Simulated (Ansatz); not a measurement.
Geometry optimisation, RKS r2SCAN/def2-mTZVP (Ansatz).

input.yaml

```yaml
crystal:
  periodic: [false, false, false]
  atoms:
    - { symbol: Si, position_ang: [0.5026, 1.4586, 0.3336] }
    - { symbol: O, position_ang: [0.4711, -0.1487, 0.2465] }
    - { symbol: Si, position_ang: [-0.5124, -1.3631, -0.3402] }
    - { symbol: I, position_ang: [0.6844, -3.489, 0.1429] }
    - { symbol: H, position_ang: [0.3982, 2.0501, -1.0699] }
    - { symbol: H, position_ang: [1.6789, 2.0024, 1.0005] }
    - { symbol: H, position_ang: [-0.7154, 1.9492, 1.0806] }
    - { symbol: H, position_ang: [-1.7633, -1.308, 0.3374] }
    - { symbol: H, position_ang: [-0.6556, -1.1977, -1.7486] }
basis:
  gaussian: { orbitals: def2-mTZVP }
hamiltonian:
  xc: r2scan
relax:
  f_tol: 0.015
  max_steps: 40
```

Command:

```bash
$ ansatz run input.yaml --threads 2 --pin off --max-ram 3072MiB --backend cpu --events-out ev --progress --plain --runs-dir out
```

Task: Where does it end, and by what steps?

Result: The forces met the threshold. The force dipped under the threshold on the way, but the program's further checks kept it going. After 28 steps the energy has fallen by 0.252 eV; I4 moved furthest, 1.20 Å.

| step | energy less start (eV) | largest force component (eV/Å) | accepted |
| --- | --- | --- | --- |
| 0 | 0.0000 | 2.011 | yes |
| 1 | -0.1337 | 1.402 | yes |
| 2 | -0.1604 | 0.686 | yes |
| 3 | -0.1854 | 0.173 | yes |
| 4 | -0.1867 | 0.037 | yes |
| 5 | -0.1876 | 0.015 | yes |
| 6 | -0.1876 | 0.010 | yes |
| 7 | -0.1878 | 0.028 | yes |
| 8 | -0.1882 | 0.070 | yes |
| 9 | -0.1885 | 0.160 | yes |
| 10 | -0.1897 | 0.107 | yes |
| 11 | -0.2010 | 0.118 | yes |
| 12 | -0.1944 | 0.379 | no |
| 13 | -0.2059 | 0.098 | yes |
| 14 | -0.2074 | 0.205 | yes |
| 15 | -0.2255 | 0.051 | yes |
| 16 | -0.2329 | 0.192 | yes |
| 17 | -0.2076 | 0.472 | no |
| 18 | -0.2412 | 0.190 | yes |
| 19 | -0.2464 | 0.026 | yes |
| 20 | -0.2481 | 0.073 | yes |
| 21 | -0.2505 | 0.054 | yes |
| 22 | -0.2509 | 0.046 | yes |
| 23 | -0.2511 | 0.027 | yes |
| 24 | -0.2510 | 0.047 | no |
| 25 | -0.2513 | 0.019 | yes |
| 26 | -0.2513 | 0.018 | yes |
| 27 | -0.2514 | 0.014 | yes |
| 28 | -0.2516 | 0.013 | yes |

```xyz
9
Properties=species:S:1:pos:R:3
Si 0.467 1.461 0.338
O -0.579 0.176 0.304
Si -0.716 -1.328 -0.313
I 1.411 -2.557 -0.092
H 0.939 1.770 -1.038
H 1.630 1.151 1.206
H -0.283 2.617 0.886
H -1.747 -2.060 0.452
H -1.032 -1.277 -1.759
```

The run took 81 s on 2 threads of Intel(R) Xeon(R) Platinum 8488C (Sapphire Rapids) (shared host), peak memory 0.2 GiB.
